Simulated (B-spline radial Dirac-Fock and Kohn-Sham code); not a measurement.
Elastic scattering of 134 keV electrons by neutral lead

Calculated with a radial atomic solver, using relativistic (Dirac) partial waves in the static field of the Dirac-Fock atom with Furness-McCarthy exchange, without polarisation or absorption potentials.

Input of the calculation (task.json; shells as n, l, electrons):

```json
{"items": [{
  "Z": 82,
  "q": 0,
  "cfg": [[1, 0, 2], [2, 0, 2], [2, 1, 6], [3, 0, 2], [3, 1, 6], [3, 2, 10], [4, 0, 2], [4, 1, 6], [4, 2, 10], [4, 3, 14], [5, 0, 2], [5, 1, 6], [5, 2, 10], [6, 0, 2], [6, 1, 2]],
  "A": 208,
  "rrms": 5.5012,
  "do": "elastic",
  "energies": [[134000.0, 0]],
  "theta": [5, 10, 15, 20, 25, 30, 35, 40, 45, 50, 55, 60, 65, 70, 75, 80, 85, 90, 95, 100, 105, 110, 115, 120, 125, 130, 135, 140, 145, 150, 155, 160, 165, 170, 175]
}]}
```

Launch: `python xray2_run.py task.json out`

```csv
θ (°),dσ/dΩ (a₀²/sr),Sherman function
5,2.04,0.000
10,0.203,0.001
15,0.0485,0.005
20,0.0176,0.010
25,0.00806,0.016
30,0.00426,0.021
35,0.00252,0.022
40,0.00162,0.018
45,0.00111,0.008
50,0.000804,-0.009
55,0.000604,-0.031
60,0.000468,-0.059
65,0.000371,-0.091
70,0.000301,-0.126
75,0.000248,-0.163
80,0.000208,-0.202
85,0.000176,-0.241
90,0.000151,-0.279
95,0.000131,-0.316
100,0.000115,-0.349
105,0.000102,-0.379
110,9.07e-05,-0.404
115,8.16e-05,-0.423
120,7.40e-05,-0.436
125,6.76e-05,-0.441
130,6.23e-05,-0.438
135,5.79e-05,-0.426
140,5.42e-05,-0.407
145,5.11e-05,-0.378
150,4.86e-05,-0.342
155,4.66e-05,-0.298
160,4.50e-05,-0.247
165,4.37e-05,-0.191
170,4.29e-05,-0.130
175,4.24e-05,-0.066
```

The total elastic cross section is 0.710 a₀², the first transport cross section 0.00353 a₀² and the second, weighted with (3/2) sin²θ, 0.00799 a₀². The mean deflection is ⟨1 − cos θ⟩ = 0.00498, and 0.072 % of the collisions scatter beyond 90°.

Phase shifts modulo π (rad) for κ = −1 to −5: 0.845, -0.228, -0.745, -1.078, -1.318.
